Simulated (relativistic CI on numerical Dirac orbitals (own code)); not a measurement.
Magnetism of Pd3+, 4d7, in a crystal field

Calculated by Dirac-Coulomb-Breit CI, orbitals from a KLI potential per configuration, a model potential for QED, valence Slater integrals scaled by 0.9, one configuration in a parametric crystal field (own radial code). With so little scaling, terms lie 10 to 35 % too far apart, which can change the order of excited levels.

Field parameters in Wybourne normalisation: D4h B²₀ = −7Ds, B⁴₀ = 21(Dq − Dt), B⁴₄ = 21√(5/14) Dq. The field is a parameter set, without covalency.

S is read from ⟨S²⟩ = S(S + 1).

Powder χT (cm³ K mol⁻¹) by Van Vleck's formula, with temperature-independent terms:

```
                                       Field    2 K    5 K   10 K   20 K   50 K  100 K  200 K  300 K
D4h, 10Dq = 35900, Ds = -1500, Dt = 850 cm⁻¹  0.464  0.465  0.465  0.467   0.47  0.476  0.489  0.501
D4h, 10Dq = 35900, Ds = -1090, Dt = 850 cm⁻¹  0.465  0.465  0.466  0.467  0.472  0.479  0.492  0.504
 D4h, 10Dq = 35900, Ds = -680, Dt = 850 cm⁻¹  0.471  0.471  0.472  0.473  0.476  0.482  0.493  0.504
 D4h, 10Dq = 35900, Ds = -270, Dt = 850 cm⁻¹  0.471  0.471  0.472  0.473  0.476  0.482  0.493  0.504
  D4h, 10Dq = 35900, Ds = 140, Dt = 850 cm⁻¹  0.471  0.471  0.472  0.473  0.476  0.482  0.493  0.504
  D4h, 10Dq = 35900, Ds = 550, Dt = 850 cm⁻¹  0.471  0.472  0.472  0.473  0.477  0.482  0.493  0.504
  D4h, 10Dq = 35900, Ds = 950, Dt = 850 cm⁻¹  0.472  0.472  0.473  0.474  0.477  0.483  0.493  0.504
 D4h, 10Dq = 35900, Ds = 1360, Dt = 850 cm⁻¹  0.473  0.473  0.474  0.475  0.478  0.483  0.494  0.505
```

(1) For D4h, 10Dq = 35900, Ds = 1360, Dt = 850 cm⁻¹: what effective moment follows at 300 K?

Results:

(1) μ_eff = √(8χT) = 2.01 μB. The ground level has S = 0.52; the spin-only moment for S = 1/2 is 1.73 μB. The difference comes from the orbital moment, spin-orbit mixing of terms and temperature-independent paramagnetism, all larger in this ionic model than in covalent complexes.
